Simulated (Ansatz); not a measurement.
The first iterations of a band of Cl2H2Sn + H2 (7 atoms, charge 0, multiplicity 1).

Computed with Ansatz, RHF/def2-SVP.

```
movable images  : 5
climbing image  : yes
spring          : 5.0 eV/Å²
optimiser       : quadratic models (default)
start path      : through a guess of the saddle point
force threshold : 0.05 eV/Å
iteration limit : 60
end points      : relaxed
```

Image 0:

```xyz
7
Properties=species:S:1:pos:R:3
Sn -0.271 -0.467 -0.147
Cl -0.217 -0.604 2.194
Cl 1.949 -0.550 -0.896
H -0.910 1.042 -0.563
H -1.062 -1.845 -0.725
H 1.735 2.850 1.327
H 1.377 2.538 1.904
```

Image 6:

```xyz
7
Properties=species:S:1:pos:R:3
Sn 0.178 0.257 -0.704
Cl -0.032 0.644 3.583
Cl 1.931 -0.575 -2.063
H -1.016 0.828 -1.773
H -0.351 -1.058 0.231
H 0.870 1.510 0.212
H 1.020 1.360 3.608
```

| iteration | highest image above the first end (eV) | largest band force component (eV/Å) |
| --- | --- | --- |
| 1 | 3.754 | 4.462 |
| 2 | 2.143 | 7.082 |
| 3 | 2.190 | 1.820 |
| 4 | 2.264 | 1.122 |
| 5 | 2.384 | 0.983 |
| 6 | 2.642 | 0.946 |

Problem. Does the band converge within its limit, and where does its top end?

Solution. The forces met the threshold. It ended after 18 iterations with the highest image 2.328 eV above the first end. A structure lower than the last end lies on the path between it and the top, so the climb from that side starts below the end, which may itself be a saddle point or a shallow side well. Neighbouring images differ by up to 1.9 eV, so the band resolves the path poorly. A vibrational analysis at the climbing image gives one clearly imaginary mode, 1254i cm⁻¹: a first-order saddle point. The orbitals stay closed-shell, which can raise the energy where a bond breaks towards radicals; this wasn't checked here.

Time of the run: 2.3 min on 1 thread of Arm Neoverse V2, with other jobs on the host, peak memory 0.16 GiB.
